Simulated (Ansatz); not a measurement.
# Two structures, one formula

The two ends of one reaction step of BH4SeO2F, closed shell (PBE0-D4/def2-TZVP).

A:

B1  (0.906, 0.243, -0.414)
F2  (1.263, -0.940, 0.090)
O3  (0.213, 0.245, -1.579)
O4  (1.258, 1.399, 0.204)
H5  (-1.245, -1.804, 1.510)
Se6  (-2.151, -0.683, 1.237)
H7  (0.005, 1.135, -1.873)
H8  (1.718, 1.259, 1.035)
H9  (-1.967, -0.854, -0.209)
(Å)

B:

```
atom    x (Å)    y (Å)    z (Å)
  B1  -0.1182   0.6353  -0.3845
  F2   1.2594  -1.5977   1.6025
  O3  -0.5407   1.1977  -1.5387
  O4   1.1468   0.7900   0.0586
  H5   0.3681  -1.6721   1.3073
 Se6  -1.4552  -0.4012   0.6784
  H7   0.1745   1.6492  -1.9996
  H8   1.4111   0.1897   0.7681
  H9  -2.2458  -0.7910  -0.4921
```

Ansatz 0.2.0; basis: def2-TZVPP; cores frozen in the correlated methods. Filled d shells of the heavier atoms are correlated. The def2 sets are not built for correlating such inner shells, so the correlated values are less sure here. B3LYP uses VWN-RPA correlation.

Problem. Which structure is lower at CCSD(T), and by how much? (To be estimated.)

Solution. By the calculation: A, by 17.49 kcal/mol (electronic energy, against the other). By their contacts, A is a complex of BH₂O₂F ([OH][B]([OH])[F]) + H₂Se and B is a complex of BH₃SeO₂ ([OH][B]([OH])[SeH]) + HF.

All methods give the same order:

```json
{"method": "SPW92", "E(B) − E(A) (kcal/mol)": "11.11"}
{"method": "PBE-D4", "E(B) − E(A) (kcal/mol)": "13.10"}
{"method": "BLYP-D4", "E(B) − E(A) (kcal/mol)": "16.03"}
{"method": "r2SCAN-D4", "E(B) − E(A) (kcal/mol)": "16.64"}
{"method": "B97M-V", "E(B) − E(A) (kcal/mol)": "19.27"}
{"method": "PBE0-D4", "E(B) − E(A) (kcal/mol)": "15.14"}
{"method": "B3LYP-D4", "E(B) − E(A) (kcal/mol)": "17.56"}
{"method": "r2SCAN0-D4", "E(B) − E(A) (kcal/mol)": "17.52"}
{"method": "BHLYP-D4", "E(B) − E(A) (kcal/mol)": "19.97"}
{"method": "CAM-B3LYP-D4", "E(B) − E(A) (kcal/mol)": "18.74"}
{"method": "wB97X-V", "E(B) − E(A) (kcal/mol)": "17.51"}
{"method": "wB97M-V", "E(B) − E(A) (kcal/mol)": "17.63"}
{"method": "B2PLYP", "E(B) − E(A) (kcal/mol)": "17.78"}
{"method": "PBE-QIDH", "E(B) − E(A) (kcal/mol)": "16.18"}
{"method": "RPA on PBE", "E(B) − E(A) (kcal/mol)": "18.20"}
{"method": "HF", "E(B) − E(A) (kcal/mol)": "26.51"}
{"method": "MP2", "E(B) − E(A) (kcal/mol)": "15.46"}
{"method": "CCSD", "E(B) − E(A) (kcal/mol)": "19.05"}
{"method": "CCSD(T)", "E(B) − E(A) (kcal/mol)": "17.49"}
```

No T1 diagnostic of these runs exceeds 0.012.

Labels in which every atom is bracketed show which atoms are joined, not bond orders.

For scale, one of the runs: CCSD(T)/def2-TZVPP, 228 basis functions, launched by `ansatz run in.yaml --threads 8 --pin off --events-out ev --progress --plain --max-ram 19148MiB`. The run took 76 s on 8 CPU threads of a Oxide Virtual Turin-like (shared host), with 4.3 GiB of host memory at its peak.
